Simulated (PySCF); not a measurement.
# Static response to an electric field

Compound: C5H8F3PS.
Cartesian coordinates in Å at the PBE0-D3(BJ)/def2-SVP level; atoms count from 1:
```
atom  x, y, z in Å
C1     3.1121   -0.0948    0.2274
C2     1.7621    0.0898   -0.3664
C3     0.5998   -0.0123    0.2884
P4    -0.9566    0.2340   -0.5805
C5    -1.9333    1.3897    0.4234
S6    -0.8572    0.6073   -2.4792
C7    -1.8513   -1.3840   -0.1754
F8    -3.1160   -1.3448   -0.5854
F9    -1.8606   -1.5864    1.1537
F10   -1.2531   -2.4207   -0.7420
H11    3.7192    0.8152    0.0898
H12    3.0718   -0.3341    1.2992
H13    3.6489   -0.9036   -0.2953
H14    1.7091    0.3270   -1.4390
H15    0.5526   -0.2561    1.3563
H16   -1.9777    1.0619    1.4719
H17   -2.9454    1.4407   -0.0011
H18   -1.4625    2.3798    0.3531
```

Level: B3LYP/def2-SVPD (PySCF), static field, nuclei fixed, core orbitals frozen in the response. The polarisability tensor in these axes (au):

```
x   130.63  -1.88  -0.22
y    -1.88  93.92  -4.43
z    -0.22  -4.43 112.91
```

Task: Give the principal values, the mean and the anisotropy Δα = √{½[(α1 − α2)² + (α2 − α3)² + (α1 − α3)²]}.

Result: Principal values 92.84, 113.89 and 130.72 au; mean 112.48 au = 16.67 Å³ = 18.55 × 10⁻⁴⁰ C²·m²/J; Δα = 32.88 au (29 % of the mean).

Task: What is the dipole moment, and where does it point?

Result: (2.30, 1.28, 3.69) D, 4.54 D in size, pointing from the negative to the positive side. Measured along this direction, the outermost atoms are F8 at the negative end and H12 at the positive end.

Task: In a dilute gas of rigid molecules at 500 K, how does the orientational term μ²/3kT compare with the electronic polarisability?

Result: In Gaussian units μ²/3kT = 99.34 Å³ against 16.67 Å³, a ratio of 5.96; the Debye molar polarisation (4π/3)N_A(α + μ²/3kT) is 292.6 cm³/mol, leaving out the vibrational part.

Task: Give the principal axes and the span of the nuclei along them.

Result: Largest value along (1.00, -0.05, 0.00), where the nuclei span 6.73 Å; middle along (-0.01, -0.22, 0.98), 4.03 Å; least along (0.05, 0.98, 0.22), 4.91 Å. The strongest response lies along the longest span, while the other two are in reverse order.

Task: Rayleigh depolarisation ratio (linearly polarised light, static tensor)?

Result: ρ = 3Δα²/(45ᾱ² + 4Δα²) = 3242.5/(569370 + 4323.3) = 0.00565.

Task: What would n − 1 = 2πNα be for an ideal gas of these molecules at 273.15 K and 1 atm, electronic part alone?

Result: N = p/kT = 2.6868 × 10¹⁹ cm⁻³, so n − 1 = 2π × N × 16.67 × 10⁻²⁴ cm³ = 2814 × 10⁻⁶ at long wavelengths, for an ideal gas.

Task: Form Σ f/ω² (atomic units) for the 10 lowest TDDFT singlets, given as eV and f, and set it beside the mean polarisability, which is this sum over all singlets: 4.45, 0.0015; 4.56, 0.0038; 5.74, 0.0316; 5.85, 0.0301; 6.11, 0.0022; 6.29, 0.0178; 6.32, 0.0130; 6.45, 0.0432; 6.56, 0.0138; 6.61, 0.0653.

Result: They add up to 4.28 au, 3.8 % of the 112.48 au; the largest single term is 1.11 au, from the state at 6.61 eV. Terms in order: 0.06, 0.14, 0.71, 0.65, 0.04, 0.33, 0.24, 0.77, 0.24, 1.11 au. Higher excitations give the rest. The strengths listed sum to 0.222.

Geometry: PBE0-D3(BJ)/def2-SVP, one conformer, isolated molecule.

The run behind these numbers computed excited states and ΔSCF ions as well. On one thread, Arm Neoverse N1 (aarch64), shared host with 64 logical CPUs at a one-minute load of 60, this took 13 min wall and 1.3 GiB of memory at its peak.
